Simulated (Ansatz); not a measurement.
Molecule: chloro(trihydroxy)silane, sum formula H3SiO3Cl, charge 0, multiplicity 1. 
Structure (B3LYP-D3(BJ)/def2-TZVP (Ansatz, a first-principles code) minimum search):
```
Si
O 1 1.6239
H 2 0.9605 1 118.77
O 1 1.6239 2 109.56 3 174.57
H 4 0.9605 1 118.77 2 -65.22
O 1 1.6239 2 109.56 3 -65.22
H 6 0.9605 1 118.77 2 174.57
Cl 1 2.0713 2 109.39 3 54.67
```

Basis-set convergence of Hartree-Fock and MP2 correlation energies (hartree) with Ansatz. Correlated levels leave the core frozen unless marked. No spin-orbit coupling. Non-relativistic.

| basis | functions | E(HF) | E(corr, MP2) |
|---|---|---|---|
| cc-pV(D+d)Z | 103 | -975.00423 | -0.78804 |
| cc-pV(T+d)Z | 210 | [?] | [?] |

Problem. Fill in the missing entries.

Solution. 
- cc-pV(T+d)Z, E(HF): -975.13529
- cc-pV(T+d)Z, E(corr, MP2): -1.02381
